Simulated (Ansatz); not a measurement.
Ag⁺ beside H$_{2}$O: one fragment in the basis of the whole pair (the partner's atoms are ghosts).

in.yaml

```yaml
crystal:
  periodic: [false, false, false]
  atoms:
    - {symbol: Ag, position_ang: [-0.066988, -0.023814, -1.942780]}
basis:
  gaussian:
    orbitals: "def2-TZVPPD.json"
    ghost_atoms:
      - {symbol: O, position_ang: [0.009044, 0.003088, 0.268741]}
      - {symbol: H, position_ang: [-0.538317, 0.541618, 0.850109]}
      - {symbol: H, position_ang: [0.596161, -0.520891, 0.824030]}
total_charge: 1
hamiltonian: {xc: pbe0}
```

The basis file named in the input lies beside it (Basis Set Exchange, JSON).

Run by:

```bash
ansatz run in.yaml --threads 2 --pin off --events-out ev --progress --plain --max-ram 5222MiB
```

The run's output (Ansatz 0.2.0):

```
Functional definition: PBE0
  name "PBE0"
  cite "Adamo & Barone, J. Chem. Phys. 110, 6158 (1999) doi:10.1063/1.478522"
  cite "Perdew, Burke & Ernzerhof, Phys. Rev. Lett. 77, 3865 (1996) doi:10.1103/PhysRevLett.77.3865"
  parent pbe
  parameter a = 0.25
  parameter kappa = 0.804
  parameter beta = 0.06672455060314922
  exchange = (1 - a)*pbe_x(kappa = kappa, mu = beta*pi^2/3) + a*exact_x
  correlation = pbe_c(beta = beta)
672 factors; their error is unknown
mean field evaluation 1: about -3981.8497 eV, gradient 8.8e1 eV
mean field evaluation 2: about -3971.7090 eV, gradient 1.3e2 eV
mean field evaluation 4: about -3991.4617 eV, gradient 5.2e-1 eV
mean field evaluation 8: about -3991.4893 eV, gradient 6.4e-4 eV
mean field -3991.48930734 eV, -146.6845265160 hartree, gradient 3.0e-5 eV, S^2 0.000000; 0 other end points of the search recorded, 0 dependent functions left out
reference -3991.48932084 eV, -146.6845270121 hartree; 9, 9 occupied and 121, 121 virtual orbitals, 672 factors
Total energy: -3991.48932084 eV, -146.6845270121 hartree
```

The lines “mean field evaluation” count trial sets of orbitals through the whole run, from several starts and some on an approximate energy, so they need not fall steadily or lie above the final value.

The run took about 1 s on 2 CPU threads of an Arm Neoverse V1 (shared host).
